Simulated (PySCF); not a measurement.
## Frontier levels across methods

Species: SiCl₄.
Z-matrix (Å and degrees, PBE0-D3(BJ)/def2-SVP geometry), rows numbered from 1:
```
Cl
Si  1  2.0339
Cl  2  2.0343  1  109.48
Cl  2  2.0342  1  109.46  3   120.00
Cl  2  2.0343  1  109.48  3  -119.99
```

Basis pcSseg-2 throughout (PySCF), one geometry. Geometry: PBE0-D3(BJ)/def2-SVP; no solvent, vibrations or thermal averaging.

How do the orbital energies and the gap change with the method?

| method | kind | HOMO (eV) | LUMO (eV) | gap (eV) | SCF cycles |
| --- | --- | --- | --- | --- | --- |
| BLYP | GGA | -8.05 | -1.82 | 6.24 | 12 |
| B97-D | GGA | -8.23 | -1.83 | 6.40 | 12 |
| PBE | GGA | -8.24 | -1.92 | 6.32 | 13 |
| OPBE | GGA | -8.30 | -1.77 | 6.53 | 13 |
| BP86 | GGA | -8.33 | -2.02 | 6.32 | 12 |
| KT2 | GGA | -8.35 | -2.09 | 6.25 | 13 |
| KT3 | GGA | -8.37 | -2.01 | 6.36 | 13 |
| LDA | LDA | -8.38 | -2.18 | 6.20 | 12 |
| B3LYP | global hybrid | -9.37 | -1.19 | 8.18 | 12 |
| B97-2 | global hybrid | -9.41 | -0.97 | 8.45 | 12 |
| PBE0 | global hybrid | -9.67 | -0.92 | 8.76 | 12 |
| mPW1PW91 | global hybrid | -9.69 | -0.93 | 8.77 | 12 |
| HF | Hartree–Fock | -13.02 | 3.05 | 16.07 | 9 |

The HOMO spans 4.96 eV, from BLYP down to HF, and the gap runs from 6.20 eV (LDA) to 16.07 eV (HF). Over the methods BLYP (0 %), B97-D (0 %), PBE (0 %), OPBE (0 %), BP86 (0 %), KT2 (0 %), KT3 (0 %), LDA (0 %), B3LYP (20 %), B97-2 (21 %), PBE0 (25 %), mPW1PW91 (25 %), HF (100 %), a straight line through the gap against the share of exact exchange rises by 0.97 eV for each 10 % (correlation coefficient 0.999). The dipole is below 0.03 D at every level.
